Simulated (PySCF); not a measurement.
**Tin: a sound run and one with changed settings**

Sound run: Sn⁺ [Kr] 4d10 5s2 5p1, Sn²⁺ [Kr] 4d10 5s2. Computed with PySCF 2.14 in def2-TZVP with the def2 core potential (28 electrons), with scalar relativity through the core potential. The sound run starts from symmetry-adapted Hartree-Fock orbitals and uses a fine grid where one is needed.

Changed run: radial step 0.3 in ln r (0.13 in the sound run). This setting is unsound on purpose.

```csv
species,method,sound run (hartree),changed run (hartree),converged
Sn⁺,UHF,-213.08803,-213.08803,yes
Sn⁺,r2SCAN,-214.05913,-214.05924,yes
Sn⁺,LDA,-213.63803,-213.63803,yes
Sn²⁺,UHF,-212.58271,-212.58271,yes
Sn²⁺,r2SCAN,-213.53086,-213.53069,yes
Sn²⁺,LDA,-213.10876,-213.10876,yes
```

Ionisation energy of Sn⁺:

| method | sound run (eV) | changed run (eV) |
| --- | --- | --- |
| UHF | 13.750 | 13.750 |
| r2SCAN | 14.375 | 14.383 |
| LDA | 14.402 | 14.402 |

A coarse radial grid mis-integrates the density and the exchange-correlation energy, with errors of either sign; Hartree-Fock needs no grid.

For comparison, NIST gives 14.633 eV between the lowest levels.
